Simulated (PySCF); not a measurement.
B3LYP has the VWN-RPA correlation part, as in Gaussian. Excitations are Tamm–Dancoff values on a coarser integration grid. The basis has no diffuse functions, so Rydberg states are missing or too high.

Cartesian coordinates (Å):
SMILES: [OH][Al]([I])[I]
```xyz
5

O     -1.1225    -0.8331     0.0213
Al     0.1149     0.3111    -0.0050
I     -0.5147     2.6854    -0.0268
I      2.4857    -0.3843    -0.0209
H     -0.9634    -1.7791     0.0313
```
Charge 0, multiplicity 1.

Problem. What is the computed T1 excitation (TDA), total energy, LUMO, S1–T1 gap (TDA), HOMO–LUMO gap, S1 oscillator strength, dipole moment and HOMO (PySCF with B3LYP-D3(BJ)/def2-TZVP)?

Solution. 
```yaml
T1 excitation (TDA): 4.59 eV
total_energy: -24874.47 eV
LUMO: -1.72 eV
S1–T1 gap (TDA): 0.30 eV
HOMO–LUMO gap: 5.81 eV
S1 oscillator strength: 0.018
dipole_moment: 1.30 D
HOMO: -7.52 eV
```
